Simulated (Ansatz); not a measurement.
Geometry optimisation, RKS PBE0/def2-SVP in Ansatz.

input.yaml

```yaml
crystal:
  periodic: [false, false, false]
  atoms:
    - { symbol: B, position_ang: [-1.5787, 1.4198, 0.3454] }
    - { symbol: C, position_ang: [-0.4138, 0.9789, 1.2349] }
    - { symbol: Si, position_ang: [0.0456, -0.7749, 0.8075] }
    - { symbol: C, position_ang: [0.7588, -0.8534, -0.9282] }
    - { symbol: C, position_ang: [0.28124, -0.25349, -1.92815] }
    - { symbol: O, position_ang: [1.87562, -1.74225, -1.07816] }
    - { symbol: H, position_ang: [-2.0297, 2.5584, 0.476] }
    - { symbol: H, position_ang: [-2.0759, 0.772, -0.4836] }
    - { symbol: H, position_ang: [0.4633, 1.667, 1.1091] }
    - { symbol: H, position_ang: [-0.7042, 1.0341, 2.327] }
    - { symbol: H, position_ang: [1.1401, -1.2067, 1.7522] }
    - { symbol: H, position_ang: [-1.0629, -1.656, 1.006] }
    - { symbol: H, position_ang: [0.70341, -0.41281, -2.89223] }
    - { symbol: H, position_ang: [-0.6075, 0.37111, -1.76985] }
    - { symbol: H, position_ang: [2.30589, -2.24358, -0.29548] }
basis:
  gaussian: { orbitals: def2-SVP }
hamiltonian:
  xc: pbe0
relax:
  f_tol: 0.015
  max_steps: 40
```

Command:

```bash
$ ansatz run input.yaml --threads 2 --pin off --max-ram 3072MiB --backend cpu --events-out ev --progress --plain --runs-dir out
```

Task: Where does it end, and by what steps?

Result: It converged. After 36 steps the energy has fallen by 1.059 eV; H15 moved furthest, 1.41 Å.

| step | energy less start (eV) | largest force component (eV/Å) | accepted |
| --- | --- | --- | --- |
| 0 | 0.0000 | 5.300 | yes |
| 2 | -0.8032 | 0.501 | yes |
| 4 | -0.8573 | 0.250 | yes |
| 6 | -0.8971 | 0.489 | yes |
| 8 | -0.9750 | 0.185 | yes |
| 10 | -0.9983 | 0.570 | no |
| 12 | -1.0255 | 0.139 | yes |
| 14 | -1.0414 | 0.063 | yes |
| 16 | -1.0472 | 0.071 | yes |
| 18 | -1.0481 | 0.145 | no |
| 20 | -1.0508 | 0.063 | yes |
| 22 | -1.0517 | 0.066 | yes |
| 24 | -1.0528 | 0.135 | yes |
| 26 | -1.0536 | 0.103 | yes |
| 28 | -1.0557 | 0.207 | yes |
| 30 | -1.0572 | 0.129 | yes |
| 32 | -1.0588 | 0.052 | yes |
| 34 | -1.0592 | 0.037 | yes |
| 36 | -1.0593 | 0.014 | yes |

```xyz
15
Properties=species:S:1:pos:R:3
B -1.807 1.114 0.309
C -0.552 1.041 1.210
Si 0.333 -0.599 0.897
C 0.794 -0.867 -0.915
C 0.777 0.126 -1.818
O 1.223 -2.103 -1.291
H -1.854 1.830 -0.664
H -2.768 0.420 0.559
H 0.177 1.855 1.079
H -0.820 0.947 2.278
H 1.568 -0.687 1.740
H -0.540 -1.751 1.298
H 1.076 -0.056 -2.855
H 0.473 1.135 -1.537
H 1.021 -2.748 -0.606
```

Run time: 3.1 min on 2 threads of Arm Neoverse V1, with other jobs on the host, peak memory 0.36 GiB.
